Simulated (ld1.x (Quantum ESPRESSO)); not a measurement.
**An all-electron radial function and its pseudo partner (S (Z = 16))**

Columns: radius, all-electron u(r) and pseudo u(r) of the 3s shell (level -39.26 eV) of sulfur in the configuration [Ne] 3s2 3p2; PBE, non-relativistic, ultrasoft scheme, ld1.x (Quantum ESPRESSO) 7.5.

```json
{"r (bohr)": "0.080", "all-electron": "0.1848", "pseudo": "0.0815"}
{"r (bohr)": "0.160", "all-electron": "-0.1218", "pseudo": "0.1623"}
{"r (bohr)": "0.240", "all-electron": "-0.3592", "pseudo": "0.2419"}
{"r (bohr)": "0.320", "all-electron": "-0.4384", "pseudo": "0.3196"}
{"r (bohr)": "0.400", "all-electron": "-0.3889", "pseudo": "0.3948"}
{"r (bohr)": "0.480", "all-electron": "-0.2593", "pseudo": "0.4669"}
{"r (bohr)": "0.560", "all-electron": "-0.0902", "pseudo": "0.5352"}
{"r (bohr)": "0.640", "all-electron": "0.0898", "pseudo": "0.5991"}
{"r (bohr)": "0.720", "all-electron": "0.2627", "pseudo": "0.6580"}
{"r (bohr)": "0.800", "all-electron": "0.4181", "pseudo": "0.7113"}
{"r (bohr)": "0.880", "all-electron": "0.5508", "pseudo": "0.7585"}
{"r (bohr)": "0.960", "all-electron": "0.6594", "pseudo": "0.7990"}
{"r (bohr)": "1.040", "all-electron": "0.7445", "pseudo": "0.8323"}
{"r (bohr)": "1.120", "all-electron": "0.8075", "pseudo": "0.8581"}
{"r (bohr)": "1.200", "all-electron": "0.8501", "pseudo": "0.8760"}
{"r (bohr)": "1.280", "all-electron": "0.8747", "pseudo": "0.8857"}
{"r (bohr)": "1.360", "all-electron": "0.8837", "pseudo": "0.8871"}
{"r (bohr)": "1.440", "all-electron": "0.8797", "pseudo": "0.8802"}
{"r (bohr)": "1.520", "all-electron": "0.8648", "pseudo": "0.8648"}
{"r (bohr)": "1.600", "all-electron": "0.8414", "pseudo": "0.8414"}
{"r (bohr)": "1.680", "all-electron": "0.8113", "pseudo": "0.8113"}
{"r (bohr)": "1.760", "all-electron": "0.7764", "pseudo": "0.7764"}
{"r (bohr)": "1.840", "all-electron": "0.7380", "pseudo": "0.7380"}
{"r (bohr)": "1.920", "all-electron": "0.6975", "pseudo": "0.6975"}
{"r (bohr)": "2.000", "all-electron": "0.6557", "pseudo": "0.6557"}
{"r (bohr)": "2.080", "all-electron": "0.6137", "pseudo": "0.6137"}
```

(1) How many radial nodes do the two functions have?

(2) At about which radius was the pseudo-wave matched?

(3) Where does each function peak?

(4) Is the pseudo-wave norm-conserving?

Answers

(1) The all-electron 3s function has n − l − 1 = 2; the pseudo-wave has 0, since the states of the same l below it are removed with the core.

(2) 1.55 bohr. The columns agree to 0.0005 from 1.44 bohr on; several derivatives are matched, so the curves merge somewhat inside the radius.

(3) Outermost all-electron maximum near 1.36 bohr, pseudo maximum near 1.36 bohr (to the table’s step).

(4) No, it belongs to an ultrasoft set: the norm inside the radius is not constrained, and the difference is carried by the augmentation charge.
